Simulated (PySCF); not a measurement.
Gas-phase reaction: GeBr2 + 4 Cl → GeCl4 + Br2

Computed with PySCF and rigid-rotor harmonic-oscillator thermochemistry at 1 bar. † marks an energy on the PBE0/def2-TZVP geometry and frequencies; other levels use their own. 6-31G* has spherical d functions here. Open shells (unrestricted): Cl (multiplicity 2, electronic degeneracy 6); the rest are closed-shell singlets. Spin-orbit splitting is ignored; it lowers the true energy and changes the entropy of Cl. B3LYP is the form with VWN-RPA correlation. Br, Ge: all electrons, no relativistic terms. The harmonic model lacks anharmonicity and excited electronic states, which grow with temperature; levels with a mode under 35 cm⁻¹ are left out. Soft modes under 120 cm⁻¹ make the harmonic entropy rough for GeBr2.

ΔH° and ΔS° at 298 K: B3LYP/6-31G* -781 kJ, -396 J/K; B3LYP/def2-TZVP† -819 kJ, -398 J/K; HF/def2-TZVP† -582 kJ, -398 J/K.

**Question.** With the heat capacities included, give log10 K (1 bar) at 600, 1000, 1600, 1800, 2000 K from B3LYP/6-31G*, B3LYP/def2-TZVP†, HF/def2-TZVP†.

**Answer.** 
| T (K) | B3LYP/6-31G* | B3LYP/def2-TZVP† | HF/def2-TZVP† |
|---|---|---|---|
| 600 | 47.3 | 50.5 | 29.8 |
| 1000 | 20.1 | 22.0 | 9.6 |
| 1600 | 4.8 | 6.0 | -1.8 |
| 1800 | 2.0 | 3.0 | -3.9 |
| 2000 | -0.3 | 0.6 | -5.6 |
